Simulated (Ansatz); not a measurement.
Cost and result up the ladder for Si3Te6 (the lowest singlet isomer of a short search) (9 atoms). Total charge 0; singlet. Geometry: PBE-D4/def2-SVP.

Cartesian coordinates in Å:
```
Si -0.1048 -2.2642 -0.2133
Si 0.1064 1.2643 2.3758
Si 0.5217 1.3165 -0.9015
Te 0.6238 -0.8701 -2.1688
Te -0.0665 -4.5839 -0.4406
Te -0.9890 -1.1941 1.8889
Te -0.6130 3.3721 -1.7173
Te -1.7293 1.4738 0.2796
Te 2.2508 1.4856 0.8972
```

Ansatz on 4 threads of Arm Neoverse V2 on a shared host. Times are rough, and most runs start from the orbitals of an earlier one. No level here is sound enough to serve as a yardstick. Binding counts from free atoms at the same level (Si triplet, Te triplet; other spins of the atoms weren't run), without zero-point energy or a counterpoise term.

In the def2 sets Te takes a core potential; there is no spin–orbit coupling. Correlated methods freeze 39 core orbitals; core or outer-core shells of Te are correlated, in sets that lack core-valence functions. The rows differ in basis, and correlated rows in double-zeta sets carry the largest basis error. The structure comes from a short search, and lower isomers may exist.

Run but left out: HF/STO-3G, HF/def2-TZVP, BHLYP-D4/def2-TZVP (restricted singlet, unstable in another Hartree–Fock run and untested here).

Correlated methods converge slowly with the basis, most of all in double-zeta sets.

```csv
level,functions,binding energy per atom (eV),remarks
PBE-D4/def2-SVP,210,2.96,restricted SCF unstable in HF
MP2/def2-SVP,210,2.42,restricted SCF unstable
PBE0-D4/def2-TZVP,411,2.84,restricted SCF unstable in HF
PBE0-D4/def2-SVP,210,2.78,restricted SCF unstable in HF
PBE-D4/def2-TZVP,411,3.00,restricted SCF unstable in HF
r2SCAN-D4/def2-TZVP,411,2.80,restricted SCF unstable in HF
```

(1) Estimate how long each takes.

Results:

(1) PBE-D4/def2-SVP 6 s; PBE0-D4/def2-SVP 12 s; MP2/def2-SVP 14 s; PBE-D4/def2-TZVP 15 s; r2SCAN-D4/def2-TZVP 31 s; PBE0-D4/def2-TZVP 46 s. On shared hardware such times vary by a factor of up to 3.
